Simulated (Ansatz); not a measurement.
CH6AsNZn, SMILES `N[CH2][Zn][AsH2]`. The species carries charge 0 and has multiplicity 1.

Cartesian coordinates in Å:
```
N 1.5780 -1.1111 0.7533
C 0.1581 -0.7984 0.9241
Zn -0.3934 0.5756 -0.3787
As -0.9786 2.2454 -1.9836
H 2.1588 -0.3247 1.0119
H 1.8577 -1.8823 1.3495
H -0.4248 -1.6883 0.6608
H -0.1361 -0.5317 1.9500
H -2.3627 2.3611 -1.3498
H -1.4570 1.1543 -2.9375
```

Q: List the harmonic frequencies (cm⁻¹, unscaled) at PBE0-D4/def2-TZVP in Ansatz. (Estimate.)

A: The calculation gave: 28, 59, 92, 196, 247, 282, 475, 526, 539, 662, 851, 978, 1067, 1074, 1225, 1315, 1475, 1663, 2184, 2195, 2977, 3057, 3504, 3596.

Q: Is this a minimum?

A: Yes, all 24 modes are real.

Q: Give the ideal-gas thermochemistry at 298.15 K and 1 bar (rigid rotor, harmonic oscillator; point group C1, symmetry number 1).

A: Zero-point energy 181.0 kJ/mol; H(298) − E = 203.9 kJ/mol; entropy 381.0 J/(mol·K), of which translation 173.1, rotation 114.8, vibration 93.1; G(298) − E = 90.3 kJ/mol. Modes under 100 cm⁻¹ are hindered rotations or soft bends, so the harmonic entropy is rough.
